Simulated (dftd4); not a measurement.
C4H9Cl3Sn, charge +1, doublet, at a GFN2-xTB geometry (such geometries of metal compounds can be far from the true shape) (a state made from the parent by changing its charge; the spin is typed, not shown lowest); D4 for wb97x run with dftd4 4.2.0.

Input for dftd4:
```
$ dftd4 mol.xyz --func wb97x --charge 1 --json dftd4.json --noedisp

# file mol.xyz
17

C     -4.42938969    -0.28249207    -0.28852602
C     -2.99359850    -0.38649328    -0.77681013
C     -2.25064595    -1.56577440    -0.16066049
C     -0.91631587    -1.85344683    -0.66075190
Sn     0.71012709     0.04566239     0.05704860
Cl     0.42290503     1.66408285    -1.61357812
Cl    -0.18269003     0.77482334     2.09647737
Cl     2.93970276    -0.59732947     0.26558710
H     -5.02666162    -1.12366116    -0.63363030
H     -4.88882938     0.62304862    -0.67480290
H     -4.47234402    -0.24992164     0.79701834
H     -2.45940790     0.52995594    -0.49068322
H     -2.97259775    -0.44795573    -1.86694027
H     -2.28843996    -1.53549141     0.93501567
H     -2.82374603    -2.47976949    -0.41820235
H     -0.35901484    -2.65012005    -0.18186362
H     -0.73421529    -1.72676902    -1.72211863
```

### Question
Predict the main parts of the log of this dftd4 run.

### Answer

```
                    ____  _____ _____     ____  _  _
      -------------|  _ \|  ___|_   _|---|  _ \| || |------------
     |             | | | | |_    | | ___ | | | | || |_           |
     |             | |_| |  _|   | ||___|| |_| |__   _|          |
     |             |____/|_|     |_|     |____/   |_|            |
     |             ===================================           |
     |            E. Caldeweyher, S. Ehlert & S. Grimme          |
     |          Mulliken Center for Theoretical Chemistry        |
     |                    University of Bonn                     |
      -----------------------------------------------------------

Rational (Becke-Johnson) damping: wb97x-D4-ATM
---------------------
  s6         1.0000
  s8         0.5093
  s9         1.0000
  a1         0.0662
  a2         5.4487
 alp        16.0000
--------------------

Dispersion energy:      -4.6090473154577E-02 Eh

[Info] JSON dump of results written to 'dftd4.json'
```
